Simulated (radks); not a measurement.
Values are calculated unless marked as measured or tabulated.
Question: Isoelectronic series with 26 electrons, each ion in its NIST ground configuration. Code: a radial shooting solver on a logarithmic mesh with Libxc functionals. Model: scalar-relativistic Kohn-Sham, r2SCAN, spin-unpolarised, spherical densities, finite nucleus; meta-GGA in the generalised Kohn-Sham scheme; Fermi nuclear charge, rms radius of each element as measured or else 0.836 A^(1/3) + 0.57 fm. Total energies (hartree) and mean radii <r> (bohr) (* marks an orbital that is empty in some or all of the ions):

| ion | configuration | E (hartree) | 4s* | 3d |
|---|---|---|---|---|
| Fe | [Ar] 3d6 4s2 | -1272.62861 | 2.990 | 1.139 |
| Co+ | [Ar] 3d8 | -1393.11172 | 2.771 | 1.131 |
| Ni2+ | [Ar] 3d8 | -1519.78488 | 2.355 | 0.9636 |
| Zn4+ | [Ar] 3d8 | -1791.48930 | 1.860 | 0.7708 |
| Ga5+ | [Ar] 3d8 | -1936.50268 | 1.694 | 0.7065 |
| Ge6+ | [Ar] 3d8 | -2087.62955 | 1.560 | 0.6539 |
| As7+ | [Ar] 3d8 | -2244.88200 | 1.448 | 0.6098 |
| Se8+ | [Ar] 3d8 | -2408.27479 | 1.352 | 0.5720 |
| Br9+ | [Ar] 3d8 | -2577.82603 | 1.270 | 0.5391 |
| Kr10+ | [Ar] 3d8 | -2753.55547 | 1.198 | 0.5101 |
| Rb11+ | [Ar] 3d8 | -2935.48497 | 1.134 | 0.4844 |
| Sr12+ | [Ar] 3d8 | -3123.63766 | 1.077 | 0.4613 |
| Zr14+ | [Ar] 3d8 | -3518.71316 | 0.9788 | 0.4215 |
| Nb15+ | [Ar] 3d8 | -3725.68893 | 0.9365 | 0.4042 |
| Mo16+ | [Ar] 3d8 | -3938.99416 | 0.8978 | 0.3884 |

Estimate the row of Cu3+ ([Ar] 3d8).

Answer: E (hartree) -1652.58273; 4s* 2.071; 3d 0.8527.
